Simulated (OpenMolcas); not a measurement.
V4+ (d1) among equal point charges was computed by CASSCF with the d shell active (OpenMolcas, ANO-RCC-VDZP on the metal). Its lowest spin-free states, and all those of the highest spin:

```json
{"2S+1": "2", "Degeneracy": "1", "E (cm-1)": "0.0"}
{"2S+1": "2", "Degeneracy": "2", "E (cm-1)": "859.5"}
{"2S+1": "2", "Degeneracy": "1", "E (cm-1)": "5391"}
{"2S+1": "2", "Degeneracy": "1", "E (cm-1)": "7825"}
```

Problem. Is the site octahedral, tetrahedral or cube-like, axial, or of lower symmetry?

Solution. The states with 2S+1 = 2 have orbital degeneracies 1, 2, 1, 1. There are pairs but no triples, so the site is axial: not cubic, but with a proper or improper axis of order three or more. The run had V4+ among 4 point charges of -1 e arranged as a square (D4h), 1.92 Å from the ion.

This is an electrostatic model: the charges have no orbitals. No measured value stands beside these numbers.
